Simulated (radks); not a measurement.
Species: Ho+. Configuration: [Xe] 4f11 6s1. All-electron calculation, Dirac Kohn-Sham, Wu-Cohen GGA, spin-unpolarised, spherical densities, finite nucleus; open shells are shared between the two j in proportion to 2j + 1; Fermi nuclear charge, rms radius 5.2022 fm. Program: a radial shooting solver on a logarithmic mesh with Libxc functionals. Some entries of the table are withheld. Estimate them.

| orbital | occ. | eigenvalue (hartree) | <r> (bohr) | <1/r> (bohr^-1) |
|---|---|---|---|---|
| 1s1/2 | 2 | -2036.822 | 0.02074 | (1) |
| 2s1/2 | 2 | -340.7103 | 0.08755 | 18.25 |
| 2p1/2 | 2 | -324.3748 | 0.07290 | 18.23 |
| 2p3/2 | 4 | -292.8804 | 0.08007 | 15.89 |
| 3s1/2 | 2 | -76.27219 | 0.2295 | 6.673 |
| 3p1/2 | 2 | -69.10850 | (2) | 6.590 |
| 3p3/2 | 4 | -62.53129 | (3) | 5.992 |
| 3d3/2 | 4 | -50.21600 | 0.2054 | 5.876 |
| 3d5/2 | 6 | -48.77882 | 0.2096 | 5.729 |
| 4s1/2 | 2 | -15.25000 | 0.5188 | (4) |
| 4p1/2 | 2 | -12.40388 | 0.5285 | 2.683 |
| 4p3/2 | 4 | -10.92715 | 0.5596 | 2.477 |
| 4d3/2 | 4 | (5) | 0.5902 | 2.255 |
| 4d5/2 | 6 | (6) | 0.6013 | 2.204 |
| 5s1/2 | 2 | -2.09079 | 1.278 | 1.044 |
| 5p1/2 | 2 | (7) | 1.443 | 0.9139 |
| 5p3/2 | 4 | (8) | 1.552 | 0.8402 |
| 4f5/2 | 4.71429 | -0.37617 | 0.8387 | 1.615 |
| 4f7/2 | 6.28571 | -0.34020 | 0.8594 | 1.587 |
| 6s1/2 | 1 | -0.32636 | 3.659 | 0.3440 |

Answer. 
(1) 1s1/2 <1/r> (bohr^-1): 76.03
(2) 3p1/2 <r> (bohr): 0.2191
(3) 3p3/2 <r> (bohr): 0.2327
(4) 4s1/2 <1/r> (bohr^-1): 2.791
(5) 4d3/2 eigenvalue (hartree): -6.23527
(6) 4d5/2 eigenvalue (hartree): -5.96741
(7) 5p1/2 eigenvalue (hartree): -1.32468
(8) 5p3/2 eigenvalue (hartree): -1.13980
